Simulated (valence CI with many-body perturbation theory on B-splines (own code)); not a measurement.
**Level structure of Pt⁵⁷⁺**

Level of theory: configuration interaction combined with many-body perturbation theory (CI+MBPT): three valence electrons over a frozen Dirac-Fock core [Ar], a basis of 7 s, 7 p, 8 d, 6 f, 4 g, 1 h functions for each j, with the one-electron correlation potential Σ1 (screened to all orders), the two-electron term Σ2, the three-electron term Σ3, Breit, model QED; selected single and double excitations, second order for the rest, scaled by the run's own slope (own B-spline code, finite nucleus).

The last digits are not significant, and no measured levels were compared; by estimate large intervals hold to a few tenths of a per cent, small ones and those within an open d or f shell to about a per cent. Excitations out of the core, of the other parity, are not computed and may begin above about 249 eV (a cautious bound); beyond it only levels of the ground parity were kept, without lifetimes. Only levels of the ground parity were solved; by the run's estimate the other parity begins above the list, which can be wrong where configurations are misplaced.

Levels 1 to 19 of 19, with energies above the lowest level, (3d3/2^3) J=3/2. "Leading %" is the weight of the configuration and term that name the level; weights of strongly mixed levels are sums over their largest components and can fall short. In the jj column 3d3/2^4 stands for four electrons in 3d with j = 3/2. Lifetimes count E1, E2, E3, M1 and M2 decay at the calculated energies, and are blank where another channel may lead or the interval is too uncertain; long ones can be off by a factor of two.

```csv
No.,Configuration,Term,J,E (cm⁻¹),Leading %,g,Lifetime,Leading jj
1,3d3,4F,3/2,0,42,0.730,,3d3/2^3 (99 %)
2,3d3,4F,5/2,693340,80,1.052,132 ns,3d3/2^2 3d5/2 (99 %)
3,3d3,4P,3/2,746690,38,1.158,166 ns,3d3/2^2 3d5/2 (99 %)
4,3d3,2H,9/2,777000,48,1.026,,3d3/2^2 3d5/2 (100 %)
5,3d3,2G,7/2,780690,50,1.030,117 μs,3d3/2^2 3d5/2 (98 %)
6,3d3,4P,1/2,793340,57,1.788,448 ns,3d3/2^2 3d5/2 (100 %)
7,3d3,2D,5/2,1000200,47,1.219,1.60 μs,3d3/2^2 3d5/2 (98 %)
8,3d3,4F,7/2,1460300,69,1.121,76.1 ns,3d3/2 3d5/2^2 (99 %)
9,3d3,4F,9/2,1500600,49,1.126,129 ns,3d3/2 3d5/2^2 (99 %)
10,3d3,4P,3/2,1547000,40,1.098,66.2 ns,3d3/2 3d5/2^2 (100 %)
11,3d3,2P,1/2,1572500,57,1.524,101 ns,3d3/2 3d5/2^2 (100 %)
12,3d3,2H,11/2,1581100,100,1.078,333 ns,3d3/2 3d5/2^2 (100 %)
13,3d3,4P,5/2,1583100,41,1.302,122 ns,3d3/2 3d5/2^2 (98 %)
14,3d3,2F,7/2,1663600,77,1.079,257 ns,3d3/2 3d5/2^2 (99 %)
15,3d3,2F,5/2,1663700,45,1.085,198 ns,3d3/2 3d5/2^2 (99 %)
16,3d3,2D,3/2,1843400,81,0.868,142 ns,3d3/2 3d5/2^2 (98 %)
17,3d3,2G,9/2,2268700,49,1.162,,3d5/2^3 (99 %)
18,3d3,2P,3/2,2389800,43,1.145,,3d5/2^3 (98 %)
19,3d3,2D,5/2,2477300,58,1.164,,3d5/2^3 (98 %)
```

The ionisation energy to 3d2 3F_2 of the next ion comes out as 5800.7 eV (NIST: 5800 ± 6 eV (theoretical)). All 19 levels together are meant to be complete up to 2008400 cm⁻¹.
